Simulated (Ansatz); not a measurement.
Calculated with Ansatz (gas phase, PBE0-D4/def2-TZVP geometries, no zero-point term in ΔE). CCSD(T)/CBS is the MP2 limit (def2-TZVPP, def2-QZVPP) plus CCSD(T) − MP2 in def2-TZVPP, frozen cores. This one scheme is used for every species. Functionals use def2-TZVPP. For Zn outer-core shells are correlated without core-valence functions, which leaves a few kJ/mol of doubt a bond. Scalar relativity is left out up to krypton.

`C[O][ZnH]` + `CNC` → `C[N](C)[ZnH]` + CH₃OH  (ligand exchange at a Zn–O bond)

(1) Is it downhill or uphill in electronic energy at CCSD(T)/CBS, and by how much? (Estimate.)

(2) What do these levels give: CAM-B3LYP-D4, BLYP, BHLYP, CCSD/def2-SVP, SCS-MP2/def2-TZVPP, SCS-MP2/def2-QZVPP? (Estimate.)

Largest T1 diagnostic among the species: 0.017.

## Answers

(1) Computed: Uphill: ΔE = +7.1 kcal/mol.

(2) Computed: CAM-B3LYP-D4 7.8, BLYP 8.5, BHLYP 9.0, CCSD/def2-SVP 8.8, SCS-MP2/def2-TZVPP 7.1, SCS-MP2/def2-QZVPP 7.4 kcal/mol.

In def2-TZVPP, CCSD(T) changes the Hartree–Fock value by −3.9 kcal/mol (the triples alone add −0.6 kcal/mol) and MP2 by −4.6 kcal/mol. The D4 term adds −1.0 kcal/mol with B3LYP and −0.5 kcal/mol with PBE0; it sums over pairs of atoms, weighted by their polarisabilities, and B3LYP, whose exchange is more repulsive, gets the larger term.

B3LYP here is the variant with VWN-RPA as its local correlation; programs differ in this.
